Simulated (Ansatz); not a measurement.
Ansatz (a program for electronic structure) input (wB97M-V/def2-TZVPD):

Ansatz 0.2 input:
```yaml
crystal:
  periodic: [false, false, false]
  atoms:
    - {symbol: C, position_ang: [2.25906370, -0.29403587, -0.19427729]}
    - {symbol: Sn, position_ang: [-0.13703049, 0.01783565, 0.01178449]}
    - {symbol: O, position_ang: [-0.76213285, -0.92329279, -1.55211968]}
    - {symbol: O, position_ang: [-0.25860705, 1.94275606, -0.03482611]}
    - {symbol: O, position_ang: [-0.46845117, -0.82563270, 1.71501478]}
    - {symbol: H, position_ang: [2.30619735, -0.44381190, -1.26833634]}
    - {symbol: H, position_ang: [2.57692483, 0.66612543, 0.19981896]}
    - {symbol: H, position_ang: [2.35972509, -1.16503014, 0.44563952]}
    - {symbol: H, position_ang: [-1.05450245, -1.83748750, -1.41234547]}
    - {symbol: H, position_ang: [-0.46675519, 2.33710373, -0.89618146]}
    - {symbol: H, position_ang: [-0.51091887, -0.23511161, 2.48329215]}
basis:
  gaussian:
    orbitals: def2-TZVPD
hamiltonian:
  xc: {name: wB97M-V}
total_charge: 1
magnetization: {spin_polarized: true, initial_magnetization: 1}
output: {forces: true}
```

End of the output:

```
integrals: 0.31 GiB planned
1474 factors; their error is unknown
integrals: 0.35 GiB planned
530 factors; integrals over basis functions are off by at most 9.2e-6 eV
mean field: 3.71 GiB planned
mean field evaluation 1: about -13079.7760 eV, gradient 7.7e1 eV
mean field evaluation 2: about -13067.2572 eV, gradient 9.7e1 eV
mean field evaluation 4: about -13098.6261 eV, gradient 2.3e0 eV
mean field evaluation 8: about -13098.6676 eV, gradient 8.5e-2 eV
mean field evaluation 16: about -13098.6956 eV, gradient 4.9e-3 eV
mean field -13098.69562500 eV, -481.3681856040 hartree, gradient 8.9e-5 eV, S^2 0.757534; 0 other end points of the search recorded, 0 dependent functions left out
the calculation of the forces begins
reference -13098.69570780 eV, -481.3681886468 hartree; 29, 28 occupied and 238, 239 virtual orbitals, 1474 factors
Total energy: -13098.69570780 eV, -481.3681886468 hartree
Atom 0 at     2.259064    -0.294036    -0.194277 Å, force     0.234102    -0.030536    -0.020169 eV/Å
Atom 1 at    -0.137030     0.017836     0.011784 Å, force    -0.527725     0.068496     0.045211 eV/Å
Atom 2 at    -0.762133    -0.923293    -1.552120 Å, force     0.200265     0.160762     0.384456 eV/Å
Atom 3 at    -0.258607     1.942756    -0.034826 Å, force     0.083052    -0.451740    -0.050885 eV/Å
Atom 4 at    -0.468451    -0.825633     1.715015 Å, force     0.145088     0.235467    -0.370327 eV/Å
Atom 5 at     2.306197    -0.443812    -1.268336 Å, force    -0.071230     0.005256    -0.018118 eV/Å
Atom 6 at     2.576925     0.666125     0.199819 Å, force    -0.065080     0.031616     0.014513 eV/Å
Atom 7 at     2.359725    -1.165030     0.445640 Å, force    -0.069946    -0.009985     0.021401 eV/Å
Atom 8 at    -1.054502    -1.837487    -1.412345 Å, force     0.034920     0.077939     0.004380 eV/Å
Atom 9 at    -0.466755     2.337104    -0.896181 Å, force     0.023502    -0.049938     0.065349 eV/Å
Atom 10 at    -0.510919    -0.235112     2.483292 Å, force     0.013053    -0.037336    -0.075812 eV/Å
Dipole moment:     0.663419    -0.086357    -0.057059 e Å
```
